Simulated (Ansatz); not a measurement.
A short molecular-dynamics run on CH6Al2O2Si (`C[SiH](O)[Al]1[O][AlH]1`).

```yaml
crystal:
  periodic: [false, false, false]
  atoms:
    - {symbol: C, position_ang: [-0.014310, -1.473202, 1.418548]}
    - {symbol: Si, position_ang: [0.522619, -0.961824, -0.301057]}
    - {symbol: O, position_ang: [2.175610, -0.951485, -0.461595]}
    - {symbol: Al, position_ang: [-0.203211, 1.329639, -0.890547]}
    - {symbol: O, position_ang: [-1.679197, 2.128927, -0.435749]}
    - {symbol: Al, position_ang: [-1.087979, 3.475715, -1.355371]}
    - {symbol: H, position_ang: [0.306972, -2.494494, 1.643393]}
    - {symbol: H, position_ang: [0.398073, -0.808479, 2.180632]}
    - {symbol: H, position_ang: [-1.105025, -1.440244, 1.493727]}
    - {symbol: H, position_ang: [-0.071060, -1.946484, -1.263215]}
    - {symbol: H, position_ang: [2.630134, -1.793860, -0.408108]}
    - {symbol: H, position_ang: [-1.795528, 4.880691, -1.586860]}
basis:
  gaussian: {orbitals: def2-SVP}
hamiltonian: {xc: {name: r2SCAN}}
md: {timestep: 2 fs, n_steps: 30, ensemble: nvt_langevin, temperature: 1500, initial_velocities: maxwell_boltzmann, friction: 0.01, seed: 669}
```

```sh
$ ansatz run in.yaml --threads 4 --pin off --events-out ev --progress --plain --max-ram 10444MiB
```

```json
{"step": "0", "time (fs)": "0.0", "potential energy (eV)": "-26287.0505", "kinetic (eV)": "2.1328", "T (K)": "1375", "conserved (eV)": "–"}
{"step": "1", "time (fs)": "2.0", "potential energy (eV)": "-26286.9221", "kinetic (eV)": "2.3285", "T (K)": "1501", "conserved (eV)": "–"}
{"step": "2", "time (fs)": "4.0", "potential energy (eV)": "-26286.6663", "kinetic (eV)": "2.1102", "T (K)": "1360", "conserved (eV)": "–"}
{"step": "3", "time (fs)": "6.0", "potential energy (eV)": "-26286.3662", "kinetic (eV)": "1.7318", "T (K)": "1117", "conserved (eV)": "–"}
{"step": "4", "time (fs)": "8.0", "potential energy (eV)": "-26286.1835", "kinetic (eV)": "1.5622", "T (K)": "1007", "conserved (eV)": "–"}
{"step": "5", "time (fs)": "10.0", "potential energy (eV)": "-26286.2154", "kinetic (eV)": "1.6621", "T (K)": "1072", "conserved (eV)": "–"}
{"step": "6", "time (fs)": "12.0", "potential energy (eV)": "-26286.3387", "kinetic (eV)": "1.8686", "T (K)": "1205", "conserved (eV)": "–"}
{"step": "7", "time (fs)": "14.0", "potential energy (eV)": "-26286.3745", "kinetic (eV)": "1.9633", "T (K)": "1266", "conserved (eV)": "–"}
{"step": "8", "time (fs)": "16.0", "potential energy (eV)": "-26286.3650", "kinetic (eV)": "2.1403", "T (K)": "1380", "conserved (eV)": "–"}
{"step": "9", "time (fs)": "18.0", "potential energy (eV)": "-26286.2095", "kinetic (eV)": "2.2027", "T (K)": "1420", "conserved (eV)": "–"}
{"step": "10", "time (fs)": "20.0", "potential energy (eV)": "-26285.9808", "kinetic (eV)": "2.0029", "T (K)": "1291", "conserved (eV)": "–"}
{"step": "11", "time (fs)": "22.0", "potential energy (eV)": "-26285.6128", "kinetic (eV)": "1.7940", "T (K)": "1157", "conserved (eV)": "–"}
{"step": "12", "time (fs)": "24.0", "potential energy (eV)": "-26285.3956", "kinetic (eV)": "1.5407", "T (K)": "993", "conserved (eV)": "–"}
{"step": "13", "time (fs)": "26.0", "potential energy (eV)": "-26285.3108", "kinetic (eV)": "1.5540", "T (K)": "1002", "conserved (eV)": "–"}
{"step": "14", "time (fs)": "28.0", "potential energy (eV)": "-26285.3415", "kinetic (eV)": "1.5743", "T (K)": "1015", "conserved (eV)": "–"}
{"step": "15", "time (fs)": "30.0", "potential energy (eV)": "-26285.3007", "kinetic (eV)": "1.3792", "T (K)": "889", "conserved (eV)": "–"}
{"step": "16", "time (fs)": "32.0", "potential energy (eV)": "-26285.4923", "kinetic (eV)": "1.5106", "T (K)": "974", "conserved (eV)": "–"}
{"step": "17", "time (fs)": "34.0", "potential energy (eV)": "-26285.4666", "kinetic (eV)": "1.8057", "T (K)": "1164", "conserved (eV)": "–"}
{"step": "18", "time (fs)": "36.0", "potential energy (eV)": "-26285.5820", "kinetic (eV)": "1.9759", "T (K)": "1274", "conserved (eV)": "–"}
{"step": "19", "time (fs)": "38.0", "potential energy (eV)": "-26285.6571", "kinetic (eV)": "2.2563", "T (K)": "1455", "conserved (eV)": "–"}
{"step": "20", "time (fs)": "40.0", "potential energy (eV)": "-26285.5834", "kinetic (eV)": "2.1509", "T (K)": "1387", "conserved (eV)": "–"}
{"step": "21", "time (fs)": "42.0", "potential energy (eV)": "-26285.6184", "kinetic (eV)": "2.1347", "T (K)": "1376", "conserved (eV)": "–"}
{"step": "22", "time (fs)": "44.0", "potential energy (eV)": "-26285.3639", "kinetic (eV)": "1.7820", "T (K)": "1149", "conserved (eV)": "–"}
{"step": "23", "time (fs)": "46.0", "potential energy (eV)": "-26285.3327", "kinetic (eV)": "1.9165", "T (K)": "1236", "conserved (eV)": "–"}
{"step": "24", "time (fs)": "48.0", "potential energy (eV)": "-26285.5484", "kinetic (eV)": "2.1794", "T (K)": "1405", "conserved (eV)": "–"}
{"step": "25", "time (fs)": "50.0", "potential energy (eV)": "-26285.4411", "kinetic (eV)": "2.2708", "T (K)": "1464", "conserved (eV)": "–"}
{"step": "26", "time (fs)": "52.0", "potential energy (eV)": "-26285.5706", "kinetic (eV)": "2.2290", "T (K)": "1437", "conserved (eV)": "–"}
{"step": "27", "time (fs)": "54.0", "potential energy (eV)": "-26285.4837", "kinetic (eV)": "2.2844", "T (K)": "1473", "conserved (eV)": "–"}
{"step": "28", "time (fs)": "56.0", "potential energy (eV)": "-26285.3800", "kinetic (eV)": "1.9467", "T (K)": "1255", "conserved (eV)": "–"}
{"step": "29", "time (fs)": "58.0", "potential energy (eV)": "-26285.4287", "kinetic (eV)": "1.9013", "T (K)": "1226", "conserved (eV)": "–"}
{"step": "30", "time (fs)": "60.0", "potential energy (eV)": "-26285.3086", "kinetic (eV)": "1.4794", "T (K)": "954", "conserved (eV)": "–"}
```

Velocities are drawn at the set temperature; a run this short doesn't reach equilibrium.

Frames (Å, forces in eV/Å):

```xyz
12
time=0.0 fs
C    -0.014   -1.473    1.419    0.009    0.072   -0.161
Si    0.523   -0.962   -0.301   -0.433    0.100   -0.057
O     2.176   -0.951   -0.462    0.494    0.314   -0.072
Al   -0.203    1.330   -0.891    0.439   -0.380   -0.072
O    -1.679    2.129   -0.436   -0.548   -0.120    0.351
Al   -1.088    3.476   -1.355    0.149    0.459   -0.282
H     0.307   -2.494    1.643    0.088   -0.291    0.079
H     0.398   -0.808    2.181    0.118    0.179    0.236
H    -1.105   -1.440    1.494   -0.306   -0.006    0.046
H    -0.071   -1.946   -1.263   -0.104   -0.095   -0.092
H     2.630   -1.794   -0.408    0.140   -0.270    0.016
H    -1.796    4.881   -1.587   -0.044    0.038    0.008
12
time=4.0 fs
C     0.016   -1.432    1.433    0.609   -0.948    0.358
Si    0.583   -0.994   -0.324   -4.623    1.075    0.569
O     2.159   -0.956   -0.428    3.621   -0.838   -0.272
Al   -0.192    1.357   -0.837    0.257   -0.510   -0.217
O    -1.707    2.162   -0.441   -0.698   -1.090    0.944
Al   -1.166    3.447   -1.394    0.567    1.809   -0.831
H     0.441   -2.470    1.636   -0.650    0.748   -0.034
H     0.571   -0.780    2.137   -0.258    0.022   -0.048
H    -1.078   -1.410    1.686    0.718   -0.038   -0.352
H    -0.073   -1.964   -1.263    0.138   -0.129   -0.115
H     2.533   -1.854   -0.413    0.329    0.404   -0.019
H    -1.702    4.986   -1.547   -0.009   -0.506    0.017
12
time=8.0 fs
C     0.061   -1.394    1.475    1.391    0.014   -0.099
Si    0.625   -1.014   -0.342   -7.366    1.121    0.989
O     2.168   -0.963   -0.386    5.190   -0.960   -0.468
Al   -0.183    1.383   -0.792   -0.057   -0.544   -0.338
O    -1.742    2.181   -0.437   -0.576   -1.821    1.355
Al   -1.241    3.421   -1.423    0.912    2.601   -1.193
H     0.515   -2.387    1.652   -0.304   -0.241    0.196
H     0.687   -0.739    2.143   -0.600   -0.131   -0.349
H    -0.988   -1.404    1.824    0.167    0.089   -0.372
H    -0.068   -2.058   -1.250    0.581    0.367    0.255
H     2.479   -1.879   -0.461    0.746    0.262    0.046
H    -1.650    5.028   -1.530   -0.083   -0.757   -0.020
12
time=12.0 fs
C     0.127   -1.353    1.504    1.276   -1.471   -0.752
Si    0.628   -1.028   -0.354   -3.883    1.748    1.911
O     2.231   -0.968   -0.339    2.680   -1.444   -0.700
Al   -0.189    1.411   -0.750   -0.422   -0.516   -0.426
O    -1.793    2.181   -0.416    0.048   -1.294    0.787
Al   -1.304    3.419   -1.457    1.054    0.819   -0.488
H     0.563   -2.362    1.749   -0.550    0.140   -0.250
H     0.750   -0.770    2.173    0.200    0.961    0.185
H    -0.894   -1.340    1.867   -0.608    0.082   -0.123
H    -0.003   -2.075   -1.209    0.189   -0.159   -0.213
H     2.531   -1.891   -0.501    0.438    0.841    0.200
H    -1.593    4.960   -1.501   -0.422    0.292   -0.131
12
time=16.0 fs
C     0.213   -1.328    1.524   -0.214    0.205    0.901
Si    0.610   -1.036   -0.351    0.784    2.446    2.729
O     2.318   -0.976   -0.295   -0.364   -0.752   -0.792
Al   -0.201    1.447   -0.705   -0.696   -0.630   -0.474
O    -1.847    2.163   -0.401    0.719   -0.289   -0.120
Al   -1.349    3.432   -1.495    0.757   -0.349    0.484
H     0.506   -2.345    1.830    0.028   -0.279   -0.173
H     0.815   -0.690    2.256   -0.419   -0.265   -1.173
H    -0.844   -1.224    1.884    0.378    0.010   -0.514
H     0.075   -2.070   -1.181   -0.427   -1.014   -0.849
H     2.716   -1.839   -0.522   -0.065    0.536    0.140
H    -1.571    4.979   -1.461   -0.482    0.382   -0.158
12
time=20.0 fs
C     0.298   -1.302    1.558   -2.692   -0.552   -1.248
Si    0.592   -1.037   -0.331    2.678    0.510    1.387
O     2.403   -0.983   -0.249   -1.932   -0.030   -0.653
Al   -0.225    1.485   -0.663   -0.732   -0.766   -0.553
O    -1.885    2.151   -0.394    1.009    0.397   -0.646
Al   -1.391    3.456   -1.530    0.435   -0.348    1.143
H     0.358   -2.336    1.889    0.828   -0.460    0.178
H     0.822   -0.601    2.163    1.251    0.586    0.577
H    -0.761   -1.102    1.848   -0.003    0.178   -0.381
H     0.101   -2.180   -1.249    0.121    0.565    0.451
H     2.944   -1.760   -0.474   -0.589    0.234   -0.039
H    -1.622    5.055   -1.408   -0.374   -0.315   -0.217
12
time=24.0 fs
C     0.344   -1.271    1.589   -1.677   -0.320   -0.106
Si    0.582   -1.026   -0.299    3.790   -0.346    0.630
O     2.456   -1.004   -0.200   -2.540    0.589   -0.414
Al   -0.255    1.524   -0.621   -0.629   -0.873   -0.590
O    -1.917    2.146   -0.393    1.093    0.782   -0.901
Al   -1.421    3.486   -1.555    0.122   -0.352    1.578
H     0.321   -2.355    1.989    0.780    1.607   -0.362
H     0.959   -0.466    2.092   -0.006   -1.284   -0.255
H    -0.697   -0.926    1.785   -0.025   -0.085    0.108
H     0.128   -2.186   -1.301    0.147    1.011    0.908
H     3.120   -1.687   -0.389   -0.840   -0.064   -0.262
H    -1.758    5.091   -1.331   -0.214   -0.666   -0.331
12
time=28.0 fs
C     0.361   -1.232    1.612   -1.173    2.437   -1.625
Si    0.591   -1.016   -0.260    4.575    1.012    1.372
O     2.486   -1.028   -0.173   -2.722    0.694   -0.250
Al   -0.299    1.567   -0.588    0.010   -1.244   -0.610
O    -1.942    2.140   -0.399    0.629    1.136   -0.907
Al   -1.447    3.512   -1.570    0.069   -0.887    1.630
H     0.386   -2.179    2.061    0.243   -1.778    0.755
H     1.086   -0.512    2.034    0.036   -0.366    0.016
H    -0.635   -0.768    1.744   -0.123   -0.228    0.598
H     0.106   -2.022   -1.210   -0.358   -0.424   -0.309
H     3.209   -1.645   -0.364   -0.923   -0.132   -0.363
H    -1.890    5.041   -1.308   -0.263   -0.221   -0.306
12
time=32.0 fs
C     0.367   -1.170    1.617   -0.459   -0.441    0.503
Si    0.634   -1.004   -0.225    3.814    1.275    0.752
O     2.486   -1.037   -0.147   -2.271    0.218   -0.304
Al   -0.354    1.604   -0.572    1.369   -1.822   -0.616
O    -1.954    2.140   -0.417   -0.517    1.403   -0.671
Al   -1.460    3.534   -1.569    0.174   -1.394    1.329
H     0.454   -2.155    2.166   -0.548    0.559   -0.760
H     1.216   -0.611    2.040   -0.108    0.400   -0.138
H    -0.581   -0.615    1.809    0.273   -0.498    0.573
H     0.032   -1.947   -1.185   -0.118   -0.399   -0.207
H     3.212   -1.628   -0.428   -1.127    0.156   -0.259
H    -2.058    4.942   -1.302   -0.482    0.543   -0.203
12
time=36.0 fs
C     0.363   -1.106    1.628    1.206    0.005    2.133
Si    0.701   -0.988   -0.192    1.105    0.677   -0.734
O     2.462   -1.036   -0.116   -1.968    0.313   -0.118
Al   -0.417    1.621   -0.560    3.338   -2.565   -0.611
O    -1.964    2.140   -0.430   -2.256    1.714   -0.338
Al   -1.468    3.543   -1.547   -0.199   -0.588    1.042
H     0.432   -2.088    2.195   -0.509    0.551   -0.851
H     1.363   -0.633    2.033   -1.794   -0.217   -0.673
H    -0.522   -0.508    1.991    0.684   -0.531   -0.183
H    -0.027   -1.977   -1.239    0.891    0.715    1.043
H     3.100   -1.630   -0.514   -0.272   -0.234   -0.453
H    -2.275    4.891   -1.343   -0.226    0.161   -0.258
12
time=40.0 fs
C     0.373   -1.034    1.649    0.452   -0.655   -1.082
Si    0.777   -0.970   -0.166   -2.478    1.506   -0.404
O     2.428   -1.028   -0.091    1.570   -1.597   -1.511
Al   -0.470    1.611   -0.553    3.935   -2.741   -0.502
O    -1.999    2.156   -0.441   -2.630    1.440   -0.078
Al   -1.469    3.543   -1.510   -1.005    0.666    0.610
H     0.338   -1.970    2.129   -0.180   -2.156    0.430
H     1.341   -0.712    1.939    1.329    1.006    0.851
H    -0.361   -0.480    2.157   -1.398    1.414    0.312
H    -0.004   -1.916   -1.156    0.935    0.390    0.706
H     2.951   -1.669   -0.660   -1.023    1.291    0.907
H    -2.520    4.846   -1.470    0.493   -0.563   -0.239
12
time=44.0 fs
C     0.371   -0.969    1.660    1.010   -1.087    1.929
Si    0.840   -0.946   -0.147   -4.127    4.522    2.255
O     2.410   -1.039   -0.070    2.660    0.428    0.622
Al   -0.500    1.578   -0.553    2.738   -2.023   -0.384
O    -2.048    2.194   -0.457   -1.417    0.277    0.249
Al   -1.473    3.540   -1.472   -1.231    1.172   -0.058
H     0.271   -2.023    2.081   -0.020    0.787   -0.430
H     1.451   -0.718    1.948   -1.172    0.040    0.349
H    -0.320   -0.330    2.301    0.548   -0.404   -1.287
H     0.196   -1.769   -1.027   -1.056   -2.153   -1.879
H     2.786   -1.638   -0.674    1.246   -1.083   -1.304
H    -2.705    4.688   -1.678    0.820   -0.476   -0.063
12
time=48.0 fs
C     0.376   -0.915    1.692    1.948   -1.978   -0.015
Si    0.875   -0.894   -0.110   -6.682    2.777    0.040
O     2.415   -1.044   -0.037    5.486   -2.059   -1.829
Al   -0.500    1.532   -0.553    0.950   -0.722   -0.410
O    -2.097    2.232   -0.480    0.161   -1.178    0.613
Al   -1.469    3.547   -1.433   -0.465    0.750   -0.431
H     0.180   -1.989    1.978   -0.033    0.840    0.244
H     1.460   -0.734    1.962   -0.748   -0.177    0.528
H    -0.188   -0.203    2.271   -0.828    0.404   -0.088
H     0.293   -1.842   -1.106   -0.016   -0.289    0.135
H     2.739   -1.674   -0.753   -0.099    1.341    1.321
H    -2.713    4.455   -1.911    0.326    0.291   -0.109
12
time=52.0 fs
C     0.395   -0.891    1.719    0.665    1.614   -0.466
Si    0.882   -0.827   -0.074   -4.685    0.421   -1.379
O     2.458   -1.054   -0.015    2.761   -0.461   -0.565
Al   -0.483    1.482   -0.560   -0.379    0.464   -0.445
O    -2.141    2.259   -0.507    1.175   -2.315    0.983
Al   -1.461    3.550   -1.403   -0.017    0.576   -0.764
H     0.024   -1.841    1.980   -0.840   -1.385    0.912
H     1.419   -0.791    2.068    0.562   -0.246    0.711
H    -0.108   -0.001    2.150   -0.393   -0.643   -0.230
H     0.336   -1.965   -1.162    0.438    1.198    1.388
H     2.714   -1.617   -0.758    0.529    0.146    0.015
H    -2.668    4.219   -2.199    0.184    0.631   -0.161
12
time=56.0 fs
C     0.423   -0.851    1.739   -0.658    0.121    2.520
Si    0.866   -0.758   -0.048   -0.906   -1.355   -1.277
O     2.513   -1.067    0.016    0.667   -0.165   -1.530
Al   -0.466    1.446   -0.567   -0.981    1.198   -0.429
O    -2.166    2.276   -0.531    1.301   -3.048    1.352
Al   -1.453    3.548   -1.371   -0.241    1.092   -1.820
H    -0.210   -1.775    2.117    1.220    1.693   -0.700
H     1.471   -0.841    2.283   -1.942   -0.014   -0.705
H    -0.160    0.139    2.010    0.985   -1.859   -0.008
H     0.432   -1.962   -1.050   -0.048    1.177    0.953
H     2.802   -1.533   -0.815   -0.181    0.749    1.151
H    -2.606    4.069   -2.483    0.781    0.410    0.494
12
time=60.0 fs
C     0.430   -0.815    1.781   -0.915   -0.193   -0.450
Si    0.846   -0.701   -0.026    1.621   -0.988    0.654
O     2.553   -1.083    0.041   -1.794    1.905    1.619
Al   -0.465    1.432   -0.570   -1.075    1.553   -0.382
O    -2.168    2.253   -0.543    1.330   -2.634    1.038
Al   -1.443    3.559   -1.349   -0.174    0.620   -1.937
H    -0.338   -1.481    2.162    0.016   -1.237   -0.211
H     1.327   -0.876    2.377    0.507    0.224    0.522
H    -0.155    0.069    1.914    0.022    1.657    0.942
H     0.507   -1.848   -0.836   -0.965   -0.674   -0.823
H     2.877   -1.401   -0.771    0.755   -0.641   -1.828
H    -2.428    3.970   -2.688    0.672    0.408    0.857
```

Hardware: 4 threads of an Arm Neoverse V1 on a shared host. Wall time 110 s, peak host memory 0.21 GiB.
